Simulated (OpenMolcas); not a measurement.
An OpenMolcas run meant for Er V (ANO-RCC-VQZP, X2C; inactive shells 1s 2s 2p 3s 3p 3d 4s 4p 4d 5s 5p; intended active space 10 electrons in 7 orbitals (4f)). One step of its input:

```
&RASSCF
FileOrb=start.orb
Symmetry=1
Spin=5
nElAct=10 0 0
Inactive=15 12
Ras2=0 7
CIRoot=35 35 1
SDav=35
CIMx=300
Iter=98 100
PrWF=0.3
OrbListing=Nothing
MaxOrb=0
Atom
>>> COPY $Project.JobIph JOB001
```

Lines from the output:

```
--- SEWARD ---
Basis set label: ER.ANO-RCC...9S8P6D4F3G2H.

      Electronic valence basis set:
      ------------------
      Associated Effective Charge  68.000000 au
      Associated Actual Charge     68.000000 au
      Nuclear Model: Point charge

      Shell  nPrim  nBasis  Cartesian Spherical Contaminant
         s      25       9        X
         p      22       8        X
         d      15       6                 X
         f      11       4                 X
         g       4       3                 X
         h       2       2                 X
RX2C
                  Relativistic X2C integrals
                  Atomic mean-field integrals
--- RASSCF ---

 Nr of active orbitals     NAC=   7
 Spin degeneracy         ISPIN=   5
 There can be no such wave function.
 ************************************************
--- Stop Module: rasscf at  /rc=_RC_INPUT_ERROR_ ---
.####################.
.# User input error #.
.####################.
```

Task: What is wrong with the input?

Result: A keyword is misspelt. OpenMolcas reads the first four letters of a keyword, so the setting is refused or falls back to its default.
